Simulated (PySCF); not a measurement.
C₃H₉ClSi, charge -1, doublet, at the geometry of the source list (a state made from the parent by changing its charge; the spin is typed, not shown lowest) (in this run its highest filled SCF level lies above zero, so its values depend strongly on the basis, on diffuse functions most of all). Base run: MP2/def2-SV(P) (PySCF).

The PySCF input:
```python
from pyscf import gto, scf, mp

mol = gto.M(
    atom='''
C    -0.753800    1.606700   -0.383000
Si    0.156800    0.125900    0.395500
C     1.630700   -0.403300   -0.688800
C    -1.038100   -1.332800    0.665100
Cl    0.879400    0.705700    2.217900
H    -1.159300    1.351900   -1.357200
H    -1.579900    1.935600    0.241000
H    -0.088600    2.455000   -0.515600
H     2.175100   -1.229600   -0.240700
H     1.301400   -0.722300   -1.672800
H     2.334000    0.413000   -0.826300
H    -1.452700   -1.681500   -0.275600
H    -1.868700   -1.050600    1.305800
H    -0.536200   -2.173800    1.134800
''',
    basis='def2-sv(p)',
    charge=-1,
    spin=1,
    verbose=4,
)

mf = scf.UHF(mol)
mf.kernel()

pt = mp.MP2(mf)
pt.kernel()
print('E(MP2) = %.10f' % pt.e_tot)
```

The base run was repeated with changes; each row names its change, and settings that it needs were set with it.

| change | ΔE vs base (mEh) | MP2 correlation (Eh) | basis functions |
|---|---|---|---|
| base | 0.000 | -0.65136 | 96 |
| frozen = 14 | 58.685 | -0.59267 | 96 |
| frozen = 12 | 24.236 | -0.62712 | 96 |
| frozen = 13 | 25.616 | -0.62574 | 96 |
| cart = on | -49.679 | -0.67601 | 101 |
| density fitting = JK and correlation | 0.103 | -0.65132 | 96 |

Open shells are given as the SCF converged; they aren't shown to be the lowest states, and a large step between rows can be another state.
